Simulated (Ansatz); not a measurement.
C2H4GeN, SMILES `[CH3][GeH][C]#N` radical, 8 atoms. Charge 0, multiplicity 2. Correlated methods include outer-core shells of Ge, which these sets cover unevenly. Scalar relativity is left out up to krypton. All runs use 4 threads of an AMD EPYC 7B13 on a shared host. Correlated methods freeze the cores. Open-shell runs search over several starts.

**Question.** Give the basis size and wall time and peak host memory of each of these runs in Ansatz. UKS PBE0-D4/def2-QZVPP energy; UKS ωB97M-V/def2-SVP energy; UKS HSE06 (plane-wave form)-D4/def2-TZVPP energy; UKS r2SCAN-D4/def2-TZVPP energy and forces; UHF-MP2/def2-QZVPP energy; UKS PBE0-D4/def2-SVP energy; UKS PBE0-D4/def2-TZVP relaxation (4 steps); UKS PBE0-D4/def2-TZVP frequencies; direct RPA on PBE orbitals/def2-TZVPP energy; UHF-CCSD(T)/def2-TZVPP energy; UKS B3LYP-D4/def2-TZVPP energy and forces; UHF-CCSD(T)/def2-SVP energy. (Estimate.)

**Answer.** The calculation gave: Other jobs shared the machine, so times are rough.

```
                                    level                   job  functions  wall time  peak host memory (GiB)
                     UKS PBE0-D4/def2-SVP                energy         94      1.5 s                    0.39
UKS HSE06 (plane-wave form)-D4/def2-TZVPP                energy        197        4 s                    0.61
                     UKS ωB97M-V/def2-SVP                energy         94      4.2 s                    0.45
                  UKS B3LYP-D4/def2-TZVPP     energy and forces        197      4.2 s                    0.56
                 UKS r2SCAN-D4/def2-TZVPP     energy and forces        197      4.5 s                    0.33
    direct RPA on PBE orbitals/def2-TZVPP                energy        197      4.6 s                    0.57
                   UKS PBE0-D4/def2-QZVPP                energy        380        9 s                     1.5
                     UHF-CCSD(T)/def2-SVP                energy         94       11 s                    0.75
                    UKS PBE0-D4/def2-TZVP  relaxation (4 steps)        165       15 s                     0.5
                       UHF-MP2/def2-QZVPP                energy        380       24 s                     1.9
                    UKS PBE0-D4/def2-TZVP           frequencies        165       77 s                     0.5
                   UHF-CCSD(T)/def2-TZVPP                energy        197    3.2 min                     6.5
```

B3LYP here is the variant with VWN-RPA as its local correlation; programs differ in this.
